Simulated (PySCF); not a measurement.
PySCF input file for BH₂, SMILES [BH2], multiplicity 2, TDA-B3LYP/def2-TZVPD. Geometry optimised at ωB97X-D3(BJ)/def2-TZVPD. The isomer is the one that the SMILES or the coordinates give; other isomers of the formula were not compared.

```python
import numpy as np
from pyscf import gto, scf, dft, tdscf

mol = gto.M(
    atom='''
    B     0.00000000    0.00000000    0.14530978
    H     0.00000000   -1.07825236   -0.36327446
    H     0.00000000    1.07825236   -0.36327446
    ''',
    basis='def2-TZVPD',
    charge=0,
    spin=1,
    max_memory=1600,
    verbose=4,
)
mf = dft.UKS(mol, xc='b3lyp').density_fit(auxbasis='def2-universal-jkfit')
mf.grids.level = 3
mf.conv_tol = 1e-9
mf.max_cycle = 100
mf.kernel()
fine, coarse = mf.grids, dft.Grids(mol).set(level=1).build(with_non0tab=True)
for _ in range(3):  # follow internal instabilities
    mf.grids = coarse
    mo, _, stable, _ = mf.stability(return_status=True, nroots=4)
    mf.grids = fine
    if stable:
        break
    mf.kernel(mf.make_rdm1(mo, mf.mo_occ))
mf.grids = dft.Grids(mol).set(level=1).build(with_non0tab=True)  # coarser grid for the response kernel
td = tdscf.TDA(mf)
td.nstates = 10
td.conv_tol = 1e-4
td.positive_eig_threshold = 1e-6
td.kernel(x0=td.get_init_guess(mf, 15))
td.analyze()
```

It prints:

```
PySCF version 2.14.0

[INPUT] verbose = 4
[INPUT] num. atoms = 3
[INPUT] num. electrons = 7
[INPUT] charge = 0
[INPUT] spin (= nelec alpha-beta = 2S) = 1
[INPUT] symmetry False subgroup None
[INPUT] Mole.unit = angstrom
[INPUT] Symbol           X                Y                Z      unit          X                Y                Z       unit  Magmom
[INPUT]  1 B      0.000000000000   0.000000000000   0.145309780000 AA    0.000000000000   0.000000000000   0.274595687421 Bohr   0.0
[INPUT]  2 H      0.000000000000  -1.078252360000  -0.363274460000 AA    0.000000000000  -2.037601653566  -0.686489237449 Bohr   0.0
[INPUT]  3 H      0.000000000000   1.078252360000  -0.363274460000 AA    0.000000000000   2.037601653566  -0.686489237449 Bohr   0.0

nuclear repulsion = 4.68413342541419
number of shells = 23
number of NR pGTOs = 74
number of NR cGTOs = 55
basis = def2-TZVPD
ecp = {}


[settings echo left out]
init E= -25.7869661545834
  alpha nocc = 4  HOMO = -0.154263560581231  LUMO = -0.118249781711615
  beta  nocc = 3  HOMO = -0.389768570255804  LUMO = -0.15426356058123

WARN: HOMO -0.154263560581231 >= LUMO -0.15426356058123

cycle= 1 E= -25.9418906874611  delta_E= -0.155  |g|= 0.0658  |ddm|= 0.755
  alpha nocc = 4  HOMO = -0.215658040569686  LUMO = -0.0801019975873198
  beta  nocc = 3  HOMO = -0.37139845753237  LUMO = -0.0804655432348683
  HOMO = -0.21565804057  LUMO = -0.0804655432349  gap/eV = 3.67878
cycle= 2 E= -25.9459114994653  delta_E= -0.00402  |g|= 0.014  |ddm|= 0.096
  alpha nocc = 4  HOMO = -0.213479456897737  LUMO = -0.0713935686899073
  beta  nocc = 3  HOMO = -0.374387321414858  LUMO = -0.0763344642405894
  HOMO = -0.213479456898  LUMO = -0.0763344642406  gap/eV = 3.73191
cycle= 3 E= -25.9461364489662  delta_E= -0.000225  |g|= 0.0059  |ddm|= 0.0194
  alpha nocc = 4  HOMO = -0.216537160591232  LUMO = -0.0719702975506785
  beta  nocc = 3  HOMO = -0.374972210901012  LUMO = -0.0775095610313876
  HOMO = -0.216537160591  LUMO = -0.0775095610314  gap/eV = 3.78313
cycle= 4 E= -25.9461685647185  delta_E= -3.21e-05  |g|= 0.00149  |ddm|= 0.00846
  alpha nocc = 4  HOMO = -0.215855676076275  LUMO = -0.070885383944716
  beta  nocc = 3  HOMO = -0.373990216099987  LUMO = -0.0766147406182072
  HOMO = -0.215855676076  LUMO = -0.0766147406182  gap/eV = 3.78894
cycle= 5 E= -25.9461709724509  delta_E= -2.41e-06  |g|= 0.00033  |ddm|= 0.00204
  alpha nocc = 4  HOMO = -0.215940836353777  LUMO = -0.0709139910267888
  beta  nocc = 3  HOMO = -0.374142379268982  LUMO = -0.0766766451590891
  HOMO = -0.215940836354  LUMO = -0.0766766451591  gap/eV = 3.78957
cycle= 6 E= -25.9461711233884  delta_E= -1.51e-07  |g|= 8.05e-05  |ddm|= 0.000583
  alpha nocc = 4  HOMO = -0.215950734523965  LUMO = -0.0709185275015336
  beta  nocc = 3  HOMO = -0.374134417722269  LUMO = -0.0766614727844647
  HOMO = -0.215950734524  LUMO = -0.0766614727845  gap/eV = 3.79025
cycle= 7 E= -25.9461711306258  delta_E= -7.24e-09  |g|= 1.25e-05  |ddm|= 0.00013
  alpha nocc = 4  HOMO = -0.215949484899907  LUMO = -0.0709197354039166
  beta  nocc = 3  HOMO = -0.374134070236785  LUMO = -0.076661106377663
  HOMO = -0.2159494849  LUMO = -0.0766611063777  gap/eV = 3.79023
cycle= 8 E= -25.9461711308777  delta_E= -2.52e-10  |g|= 1.97e-06  |ddm|= 3.41e-05
  alpha nocc = 4  HOMO = -0.215949337982604  LUMO = -0.0709198012075172
  beta  nocc = 3  HOMO = -0.374134665842822  LUMO = -0.0766612632926049
  HOMO = -0.215949337983  LUMO = -0.0766612632926  gap/eV = 3.79022
Extra cycle  E= -25.9461711308842  delta_E= -6.45e-12  |g|= 6.76e-07  |ddm|= 4.41e-06
converged SCF energy = -25.9461711308842  <S^2> = 0.75150832  2S+1 = 2.0015078
tot grids = 10128
uhf_internal: lowest eigs of H = [0.08312511 0.3600831  0.37197011 0.44107682]
<class 'pyscf.df.df_jk.DFUKS'> wavefunction is stable in the internal stability analysis
tot grids = 10128
Overwritten attributes  positive_eig_threshold  of <class 'pyscf.tdscf.uks.TDA'>


******** <class 'pyscf.tdscf.uks.TDA'> for <class 'pyscf.df.df_jk.DFUKS'> ********
nstates = 10
deg_eia_thresh = 1.000e-03
wfnsym = None
conv_tol = 0.0001
eigh lindep = 1e-12
eigh level_shift = 0
eigh max_cycle = 100


Excitation energies (eV)
[1.31904368 5.13085111 5.54272083 6.31464611 6.36040483 6.80799551
 6.82347024 7.33834185 7.61618757 7.76085597]

** Excitation energies and oscillator strengths **
Excited State   1:      1.31904 eV    939.96 nm  f=0.0035
       4a ->    5a      0.99547
Excited State   2:      5.13085 eV    241.64 nm  f=0.0569
       4a ->    6a      0.99603
Excited State   3:      5.54272 eV    223.69 nm  f=0.0000
       3a ->    5a      0.78596
       3b ->    4b     -0.60738
Excited State   4:      6.31465 eV    196.34 nm  f=0.0015
       4a ->    7a     -0.18968
       3b ->    5b      0.97318
Excited State   5:      6.36040 eV    194.93 nm  f=0.0000
       3a ->    5a     -0.61165
       3b ->    4b     -0.78852
Excited State   6:      6.80800 eV    182.12 nm  f=0.0174
       4a ->    8a     -0.98895
Excited State   7:      6.82347 eV    181.70 nm  f=0.0015
       4a ->    7a      0.97427
       4a ->    9a     -0.10849
       3b ->    5b      0.18535
Excited State   8:      7.33834 eV    168.95 nm  f=0.1349
       4a ->    9a     -0.98804
Excited State   9:      7.61619 eV    162.79 nm  f=0.0001
       4a ->   10a      0.98283
Excited State  10:      7.76086 eV    159.76 nm  f=0.0000
       4a ->   11a     -0.99886

** Transition electric dipole moments (AU) **
state          X           Y           Z        Dip. S.      Osc.
  1         0.3304     -0.0000     -0.0000      0.1091      0.0035
  2        -0.0000     -0.0000     -0.6728      0.4527      0.0569
  3        -0.0000     -0.0000      0.0000      0.0000      0.0000
  4        -0.0000     -0.0971     -0.0000      0.0094      0.0015
  5         0.0000      0.0000     -0.0000      0.0000      0.0000
  6         0.0000      0.0000      0.3230      0.1044      0.0174
  7         0.0000      0.0934     -0.0000      0.0087      0.0015
  8         0.0000     -0.8661     -0.0000      0.7502      0.1349
  9        -0.0000      0.0000      0.0170      0.0003      0.0001
 10         0.0000     -0.0000     -0.0000      0.0000      0.0000

** Transition velocity dipole moments (imaginary part, AU) **
state          X           Y           Z        Dip. S.      Osc.
  1        -0.0130     -0.0000      0.0000      0.0002      0.0023
  2         0.0000     -0.0000     -0.1427      0.0204      0.0720
  3        -0.0000      0.0000      0.0000      0.0000      0.0000
  4        -0.0000     -0.0168     -0.0000      0.0003      0.0008
  5        -0.0000      0.0000      0.0000      0.0000      0.0000
  6        -0.0000      0.0000      0.0644      0.0042      0.0111
  7         0.0000      0.0168     -0.0000      0.0003      0.0007
  8         0.0000     -0.2022     -0.0000      0.0409      0.1010
  9        -0.0000      0.0000     -0.0214      0.0005      0.0011
 10         0.0000     -0.0000     -0.0000      0.0000      0.0000

** Transition magnetic dipole moments (imaginary part, AU) **
state          X           Y           Z
  1        -0.0000     -0.9691      0.0000
  2        -0.0000     -0.0000      0.0000
  3         0.0000      0.0000      0.1615
  4        -0.8754     -0.0000     -0.0000
  5         0.0000     -0.0000     -1.3140
  6        -0.0000      0.0000     -0.0000
  7        -0.1908     -0.0000      0.0000
  8        -0.3849      0.0000     -0.0000
  9         0.0000      0.0000     -0.0000
 10        -0.0000     -0.0000      0.1483
```

The calculation finished and met its thresholds.

Cost: very roughly 5 core-seconds.
